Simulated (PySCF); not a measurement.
Cl2Ge, charge +1, doublet, geometry from GFN2-xTB (a state made from the parent by changing its charge; the spin is typed, not shown lowest). Base run: PySCF with PBE0/6-31G.

The PySCF input:
```python
from pyscf import gto, scf, dft, solvent

mol = gto.Mole()
mol.atom = '''
    Ge    0.02808959   -0.03113473    0.53541670
    Cl    1.12695896    1.45231433   -0.48168351
    Cl   -1.17983348   -1.39370778   -0.52615969
'''
mol.basis = '6-31g'
mol.charge = 1
mol.spin = 1
mol.verbose = 4
mol.build()

mf = dft.UKS(mol)
mf.xc = 'pbe0'
mf.kernel()
```

Each row names what was changed in the base input (with any setting that the change needs).

| change | ΔE vs base (kJ/mol) |
|---|---|
| base | 0.00 |
| model = COSMO; solvent = 2-propanol | -242.5 |
| model = IEF-PCM; solvent = 2-propanol | -248.3 |
| model = IEF-PCM; solvent = n-hexane | -120.0 |
| model = IEF-PCM; solvent = 2-propanol; lebedev_order = 41 | -248.5 |
| model = IEF-PCM; solvent = 2-propanol; vdw_scale = 1.0 | -322.9 |
| model = IEF-PCM; solvent = 2-propanol; vdw_scale = 1.1 | -278.9 |
| model = IEF-PCM; solvent = 2-propanol; r_probe = 0.5 | -201.2 |
| model = C-PCM; solvent = 2-propanol | -248.9 |
| model = IEF-PCM; solvent = dichloromethane | -231.8 |
| model = IEF-PCM; solvent = chloroform | -204.6 |
| model = IEF-PCM; solvent = 2-propanol; lebedev_order = 11 | -249.5 |

The base is the gas phase, so ΔE is the electrostatic part of solvation at a fixed geometry, without cavity and dispersion terms.

Open shells are given as the SCF converged; they aren't shown to be the lowest states, and a large step between rows can be another state.
